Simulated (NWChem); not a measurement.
System: CBrF2, doublet; SMILES F[C](F)Br

Program: NWChem. Pople sets run with spherical d functions. Spin-unrestricted. In the optimisation the excess spin sits in a' (Cs, its own frame). Coordinates come from a PBE-D3(BJ)/def2-SVP, spin-unrestricted optimisation. No stability test was run on the SCF state. Level B3LYP/6-31G*: energy and gradient on several grids; changes count from the extra-fine grid, which is no exact limit either.

Question: Which is the coarsest grid (xcoarse; coarse; xfine; fine; medium) from which on the energy stays within 500 μHa and each gradient component within 500 μHa/bohr of xfine?

Answer: coarse.
| grid | size of the energy change (μHa) | largest change of a gradient component (μHa/bohr) |
|---|---|---|
| xcoarse | 3000 | 2000 |
| coarse | < 10 | 100 |
| medium | < 10 | < 30 |
| fine | < 10 | < 30 |
| xfine | < 10 | < 30 |
